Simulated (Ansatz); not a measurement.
`[F][GeH]1[CH2]C[CH2]1` → `F[C@H]1C[C@@H]1[GeH3]`  (isomerisation)

Isolated molecules relaxed with PBE0-D4/def2-TZVP in Ansatz; ΔE leaves out vibrations. CCSD(T)/CBS adds triple-zeta CCSD(T) − MP2 to the extrapolated MP2 energy (def2 sets, frozen cores). DFT in def2-TZVPP. B3LYP here is the variant with VWN-RPA as its local correlation; programs differ in this. For Ge outer-core shells are correlated without core-valence functions, which leaves a few kJ/mol of doubt a bond. Scalar relativity is left out up to krypton.

Task: Is it downhill or uphill in electronic energy at CCSD(T)/CBS, and by how much? (Best estimate.)

Result: Computed: Uphill: ΔE = +46.4 kcal/mol.

Task: What do these levels give: PBE-D4, B3LYP-D4, ωB97M-V, PBE, r2SCAN, PBE0, HF/def2-TZVPP, SCS-MP2/def2-TZVPP, CCSD/def2-TZVPP, HF/def2-QZVPP, SCS-MP2/def2-QZVPP, MP2/CBS(def2)? (Estimate.)

Result: The calculation gave: PBE-D4 42.7, B3LYP-D4 43.4, ωB97M-V 43.8, PBE 42.4, r2SCAN 43.2, PBE0 42.7, HF/def2-TZVPP 41.9, SCS-MP2/def2-TZVPP 46.5, CCSD/def2-TZVPP 44.9, HF/def2-QZVPP 42.2, SCS-MP2/def2-QZVPP 47.3, MP2/CBS(def2) 48.6 kcal/mol.

Largest T1 diagnostic among the species: 0.011.

In def2-TZVPP, CCSD(T) changes the Hartree–Fock value by +3.4 kcal/mol (the triples alone add +0.4 kcal/mol) and MP2 by +5.6 kcal/mol.
